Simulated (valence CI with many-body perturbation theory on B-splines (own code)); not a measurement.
Ho52+: magnetic and hyperfine properties of the levels

Calculated by relativistic CI+MBPT: five valence electrons over a frozen Dirac-Fock core [Ne], a basis of 9 s, 9 p, 8 d, 6 f, 3 g, 1 h functions for each j, with the one-electron correlation potential Σ1, the two-electron term Σ2, the three-electron term Σ3, Breit, model QED; selected CI, second order for the rest (own B-spline code, finite nucleus).

The last digits are not significant, and no measured levels were compared; by estimate large intervals hold to a few tenths of a per cent, small ones and those within an open d or f shell to about a per cent. Among the levels kept, up to 600 cm⁻¹ of a level comes from second order outside the variational space, and about a tenth of that is noise between levels of different J, which matters for small intervals.

A/g_I is the dipole constant over the nuclear g factor μ/I (μ in nuclear magnetons, uniformly magnetised nucleus), B/Q the quadrupole constant per barn. Both hold the static response of the core; the bare values leave it out. Large factors of s and p1/2 electrons are usually good to 5 to 10 %; those of open d and f shells near neutrality can be off by tens of per cent, and small factors of p3/2, d and f electrons come from cancelling terms and can be off by a factor of two or in sign, in half-filled shells by more. B is blank for J = 1/2, where it vanishes, and for nearly pure S terms. Energies count from the lowest level.

Levels are named by their leading jj configuration (3d3/2^4 stands for four electrons in 3d with j = 3/2), which in mixed levels can hold well under half, so a name can repeat and another be missing. Letters in brackets count levels of one name in rising energy.

| Level | E (× 10³ cm⁻¹) | g | A/g_I (MHz) | A/g_I bare | B/Q (MHz/b) | B/Q bare |
| --- | --- | --- | --- | --- | --- | --- |
| (3s^2 3p1/2^2 3p3/2) J=3/2 | 0.00 | 1.354 | 145000 | 145000 | 277000 | 273000 |
| (3s^2 3p1/2^2 3d3/2) J=3/2 | 1628.7 | 0.778 | 77600 | 79600 | 43200 | 44900 |
| (3s^2 3p1/2 3p3/2^2) J=3/2 | 1685.6 | 1.452 | -49400 | -45500 | 28300 | 27900 |
| (3s^2 3p1/2 3p3/2^2) J=5/2 | 1771.1 | 1.189 | 352000 | 346000 | -770 | -753 |
| (3s^2 3p1/2 3p3/2^2) J=1/2 | 1879.5 | 0.651 | 1160000 | 1130000 |  |  |
| (3s^2 3p1/2^2 3d5/2) J=5/2 | 2124.6 | 1.203 | 42300 | 44300 | 31800 | 33900 |
| (3s 3p1/2^2 3p3/2^2) J=5/2 | 2890.4 | 1.459 | 766000 | 752000 | 78300 | 77200 |
| (3s 3p1/2^2 3p3/2^2) J=3/2 | 3105.7 | 1.149 | -397000 | -384000 | -39200 | -38500 |
| (3s 3p1/2^2 3p3/2^2) J=1/2 | 3111.6 | 2.086 | 3120000 | 3050000 |  |  |
| (3s^2 3p1/2 3p3/2 3d3/2) J=5/2 [a] | 3299.4 | 0.956 | 264000 | 261000 | -33300 | -31700 |
| (3s^2 3p1/2 3p3/2 3d3/2) J=3/2 [a] | 3320.1 | 0.908 | 259000 | 256000 | -176000 | -173000 |
| (3s^2 3p1/2 3p3/2 3d3/2) J=1/2 [a] | 3320.8 | 0.207 | 427000 | 422000 |  |  |
| (3s^2 3p1/2 3p3/2 3d3/2) J=7/2 | 3386.8 | 1.033 | 260000 | 258000 | 292000 | 290000 |
| (3s^2 3p3/2^3) J=3/2 | 3578.4 | 1.300 | 154000 | 153000 | -304000 | -300000 |
| (3s^2 3p1/2 3p3/2 3d3/2) J=5/2 [b] | 3595.7 | 1.177 | 50000 | 52400 | 278000 | 275000 |
| (3s^2 3p1/2 3p3/2 3d3/2) J=3/2 [b] | 3661.1 | 1.230 | -17900 | -13800 | 12300 | 11200 |
| (3s^2 3p1/2 3p3/2 3d3/2) J=1/2 [b] | 3661.3 | 1.670 | 796000 | 780000 |  |  |
| (3s^2 3p1/2 3p3/2 3d5/2) J=7/2 [a] | 3712.6 | 1.304 | -43700 | -39900 | 314000 | 312000 |
| (3s^2 3p1/2 3p3/2 3d5/2) J=3/2 [a] | 3788.7 | 1.350 | -148000 | -142000 | -108000 | -105000 |
| (3s^2 3p1/2 3p3/2 3d5/2) J=9/2 | 3805.3 | 1.187 | 194000 | 193000 | 300000 | 299000 |
| (3s^2 3p1/2 3p3/2 3d5/2) J=5/2 [a] | 3817.8 | 1.129 | 258000 | 256000 | -206000 | -203000 |
| (3s^2 3p1/2 3p3/2 3d5/2) J=7/2 [b] | 3978.7 | 1.115 | 222000 | 220000 | 15000 | 16700 |
| (3s^2 3p1/2 3p3/2 3d5/2) J=5/2 [b] | 3979.8 | 1.260 | -34700 | -31300 | 34200 | 35100 |
| (3s^2 3p1/2 3p3/2 3d5/2) J=3/2 [b] | 4039.8 | 0.929 | 337000 | 332000 | 34300 | 34400 |
| (3s^2 3p1/2 3p3/2 3d5/2) J=1/2 | 4066.6 | 1.237 | -343000 | -332000 |  |  |
| (3s 3p1/2^2 3p3/2 3d3/2) J=5/2 [a] | 4481.1 | 1.273 | 600000 | 590000 | 83700 | 82100 |
| (3s 3p1/2^2 3p3/2 3d3/2) J=3/2 [a] | 4497.1 | 1.279 | 361000 | 357000 | -36.6 | -1240 |
| (3s 3p1/2^2 3p3/2 3d3/2) J=1/2 [a] | 4510.3 | 2.442 | 1840000 | 1800000 |  |  |
| (3s 3p1/2^2 3p3/2 3d3/2) J=7/2 | 4550.8 | 1.272 | 574000 | 565000 | 275000 | 273000 |
| (3s 3p1/2 3p3/2^3) J=3/2 [a] | 4669.6 | 1.472 | 586000 | 577000 | -254000 | -251000 |
| (3s 3p1/2^2 3p3/2 3d3/2) J=3/2 [b] | 4682.4 | 1.000 | 265000 | 263000 | -153000 | -151000 |
| (3s 3p1/2^2 3p3/2 3d3/2) J=5/2 [b] | 4776.3 | 0.876 | -137000 | -131000 | 172000 | 171000 |
| (3s 3p1/2 3p3/2^3) J=5/2 | 4791.6 | 1.289 | 911000 | 894000 | -330000 | -326000 |
| (3s 3p1/2^2 3p3/2 3d3/2) J=1/2 [b] | 4805.1 | 0.560 | 562000 | 552000 |  |  |
| (3s 3p1/2^2 3p3/2 3d5/2) J=9/2 | 4899.7 | 1.359 | 455000 | 449000 | 293000 | 291000 |
| (3s 3p1/2 3p3/2^3) J=1/2 | 4937.0 | 1.362 | -898000 | -873000 |  |  |
| (3s 3p1/2 3p3/2^3) J=3/2 [b] | 4954.4 | 1.130 | 326000 | 322000 | -35200 | -34600 |
| (3s 3p1/2^2 3p3/2 3d5/2) J=5/2 [a] | 5014.9 | 1.375 | 653000 | 642000 | -144000 | -142000 |
| (3s^2 3p1/2 3d3/2^2) J=5/2 | 5021.7 | 0.781 | 235000 | 233000 | 60100 | 59800 |
| (3s 3p1/2^2 3p3/2 3d5/2) J=7/2 [a] | 5077.4 | 1.252 | 327000 | 323000 | 165000 | 165000 |
